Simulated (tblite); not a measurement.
Compound: C₆H₅FN (doublet state).
Numbering: `[CH3:1][c:2]1[cH:3][cH:4][c:5][n:6][c:7]1[F:8]` (hydrogens: H9, H10, H11 on C1; H12 on C3; H13 on C4)
Bond orders are those of one Lewis drawing.

Computed with GFN2-xTB (tblite), gas phase: L-BFGS steps from a force-field or distance-geometry start until the largest atomic force falls under 0.01 eV/Å.

Step 4: E = -624.5970 eV
```
atom  x, y, z in Å  |  force x, y, z in eV/Å
C1     -1.7773   -0.4099   -0.0656   -0.070  -0.043   0.008
C2     -0.3459    0.0152    0.0024   -0.012  -0.090  -0.013
C3      0.7122   -0.8850   -0.0524   -0.104  -0.004   0.012
C4      2.0278   -0.4435    0.0035    0.059  -0.009   0.005
C5      2.1912    0.9168    0.1118    0.047   0.096   0.007
N6      1.2378    1.7764    0.1595    0.063  -0.073  -0.009
C7     -0.0061    1.3604    0.1046   -0.059  -0.005   0.008
F8     -0.9683    2.2852    0.1550   -0.066   0.140   0.016
H9     -2.3770    0.1415    0.6548   -0.008   0.063  -0.019
H10    -1.8777   -1.4715    0.1400    0.038  -0.044  -0.013
H11    -2.1737   -0.2115   -1.0608   -0.041   0.024  -0.001
H12     0.5017   -1.9425   -0.1375    0.021   0.006   0.007
H13     2.8510   -1.1309   -0.0331    0.131  -0.060  -0.009
```

Step 5: E = -624.5983 eV
```
atom  x, y, z in Å  |  force x, y, z in eV/Å
C1     -1.7782   -0.4105   -0.0652   -0.064  -0.035  -0.003
C2     -0.3469    0.0136    0.0022   -0.050  -0.018  -0.007
C3      0.7115   -0.8840   -0.0524    0.005  -0.014   0.018
C4      2.0292   -0.4441    0.0041    0.029  -0.015  -0.006
C5      2.1915    0.9169    0.1114    0.063   0.046   0.008
N6      1.2369    1.7737    0.1594   -0.009  -0.037  -0.010
C7     -0.0086    1.3589    0.1046    0.011   0.052   0.012
F8     -0.9678    2.2879    0.1554   -0.052   0.094   0.014
H9     -2.3773    0.1433    0.6540   -0.006   0.044  -0.011
H10    -1.8763   -1.4722    0.1393    0.016  -0.049  -0.004
H11    -2.1746   -0.2110   -1.0600   -0.042   0.017  -0.009
H12     0.5026   -1.9403   -0.1371    0.008  -0.047   0.002
H13     2.8537   -1.1317   -0.0334    0.089  -0.037  -0.005
```

Question: Estimate the geometry and energy of step 6. (The exact step hangs on the optimiser's Hessian estimate; all steps are aligned on step 5, rigid shifts and turns removed.)

Answer: E = -624.5994 eV, largest force 0.063 eV/Å
```
atom  x, y, z in Å  |  force x, y, z in eV/Å
C1     -1.7802   -0.4117   -0.0649   -0.038  -0.019  -0.012
C2     -0.3489    0.0121    0.0019   -0.011   0.062   0.002
C3      0.7117   -0.8833   -0.0521    0.041  -0.015   0.018
C4      2.0310   -0.4452    0.0046    0.027   0.016  -0.009
C5      2.1930    0.9177    0.1112    0.035  -0.035   0.004
N6      1.2356    1.7706    0.1591   -0.010   0.009  -0.006
C7     -0.0107    1.3588    0.1049   -0.007   0.032   0.007
F8     -0.9682    2.2920    0.1559   -0.009   0.030   0.011
H9     -2.3777    0.1458    0.6530   -0.008   0.016  -0.005
H10    -1.8748   -1.4739    0.1387   -0.010  -0.039   0.003
H11    -2.1762   -0.2102   -1.0595   -0.043   0.004  -0.012
H12     0.5034   -1.9394   -0.1367    0.005  -0.059   0.001
H13     2.8576   -1.1329   -0.0338    0.029  -0.001  -0.001
```

The energy changes by -0.0011 eV. The first-order estimate −F·Δx gives -0.0017 eV and the mean of the old and new forces, exact on a quadratic surface, -0.0011 eV. The step makes an angle of 38° with the force vector and moves no atom by more than 0.004 Å.

What follows is the cost of the whole relaxation. The run took under 0.1 s of wall time on one thread, Arm Neoverse V1 (aarch64), shared host with 32 logical CPUs at a one-minute load of 36.
